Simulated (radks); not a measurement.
All-electron atom: Pt46+ in [Ar] 3d10 4s2 4p2. Calculated with a radial shooting solver on a logarithmic mesh with Libxc functionals: scalar-relativistic Kohn-Sham, HCTH/407, spin-polarised, spherical densities, finite nucleus; open shells are filled with parallel spins first (spin-orbit coupling, left out, can overturn this in heavy ions); Fermi nuclear charge, rms radius 5.427 fm.

Radial electron density D(r) = 4 pi r^2 rho(r):

r (bohr)  D(r) (e/bohr)   spin D(r)
0.001037          10.34   -0.000185
0.001319          14.68   -0.000179
0.001663          20.37  -0.0000686
0.002114          28.16    0.000320
0.002688          38.18     0.00137
0.003417          50.50     0.00391
0.004343          64.76     0.00969
0.005521          79.87      0.0223
0.006963          93.45      0.0475
0.008852          103.8      0.0990
0.01125           107.8       0.197
0.01431           104.8       0.368
0.01819           98.02       0.640
0.02312           94.91        1.00
0.02916           102.9        1.35
0.03706           122.8        1.50
0.04712           141.1        1.16
0.0599            139.7       0.401
0.07614           118.7    -0.00294
0.0968            105.0       0.979
0.1231            116.2        2.71
0.1552            123.7        2.52
0.1973            94.03       0.288
0.2508            48.70        1.18
0.3188            25.67        6.15
0.4053            16.17        7.26
0.5152            6.158        3.25
0.6498            1.038       0.588
0.826           0.05606      0.0349
1.05          0.0007838    0.000538

D(r) has 3 maxima, at r = 0.0114, 0.0523, 0.148 bohr, and minima at 0.0224, 0.0976 bohr, inside which lie 1.91, 11.07 electrons.
